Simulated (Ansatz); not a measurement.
```yaml
crystal:
  periodic: [false, false, false]
  atoms:
    - {symbol: N, position_ang: [-3.131173, 1.205201, 0.935648]}
    - {symbol: Cd, position_ang: [-1.312825, 0.558294, 0.408084]}
    - {symbol: N, position_ang: [0.456137, -0.238790, -0.158754]}
    - {symbol: Si, position_ang: [0.484604, -1.886137, -0.645459]}
    - {symbol: Si, position_ang: [1.846208, 0.768140, -0.116962]}
    - {symbol: H, position_ang: [-3.439572, 1.984413, 0.365645]}
    - {symbol: H, position_ang: [-3.158750, 1.524458, 1.897153]}
    - {symbol: H, position_ang: [-0.901643, -2.434163, -0.577180]}
    - {symbol: h, position_ang: [0.980019, -2.055015, -2.042372]}
    - {symbol: H, position_ang: [1.353160, -2.724992, 0.230729]}
    - {symbol: H, position_ang: [2.879217, 0.279908, 0.842337]}
    - {symbol: H, position_ang: [2.505816, 0.879674, -1.450239]}
    - {symbol: H, position_ang: [1.438791, 2.139020, 0.311380]}
basis:
  gaussian: {orbitals: def2-SVP, point_charges: [{charge: 0.50, position_ang: [6.070, 0.688, -0.365]}]}
hamiltonian: {xc: {name: B2GP-PLYP}}
```

```sh
$ ansatz run in.yaml --threads 8 --pin off --events-out ev --progress --plain --max-ram 20889MiB
```

Q: How does Ansatz answer? (Estimate.)

A: The calculation gave: The input was rejected before any iteration.
```
Error: YAML parse error: error: line 12 column 16: `h` is not an element symbol (H … Og, case-exact)
10 |     - {symbol: H, position_ang: [-3.158750, 1.524458, 1.897153]}
11 |     - {symbol: H, position_ang: [-0.901643, -2.434163, -0.577180]}
12 |     - {symbol: h, position_ang: [0.980019, -2.055015, -2.042372]}
13 |     - {symbol: H, position_ang: [1.353160, -2.724992, 0.230729]}
14 |     - {symbol: H, position_ang: [2.879217, 0.279908, 0.842337]}
```
